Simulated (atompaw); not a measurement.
**PBEsol PAW (atompaw) dataset for In (Z = 49), scalar-relativistic all-electron reference.**

* Element: In
* Generator: atompaw 4.2.0.5
* Type: PAW
* Functional: PBEsol
* Relativity: scalar-relativistic
* Frozen core: [Kr] 4d10
* Valence charge: 3
* Reference configuration: 5s1.75 5p1.25
* Partial waves: 5s (bound): rc 2.10 bohr; 5s channel at 0.2 Ry: rc 2.10 bohr; 5p (bound): rc 2.10 bohr; 5p channel at 4.05 Ry: rc 2.10 bohr
* Local potential: ultrasoft scheme with l = 2 at 0.5 Ry, radius 2.00 bohr
* Core correction: smooth core density matched at 1.20 bohr
* Augmentation charge: gaussian compensation charge, radius 1.55 bohr; PAW radius 2.10 bohr; waves and projectors: modrrkj vanderbiltortho

(1) Does this generation succeed?

Answers

(1) No. atompaw 4.2.0.5 stopped with "atompaw: The overlap operator has at least one negative eigenvalue!": the overlap operator built from these waves and projectors is not positive definite.
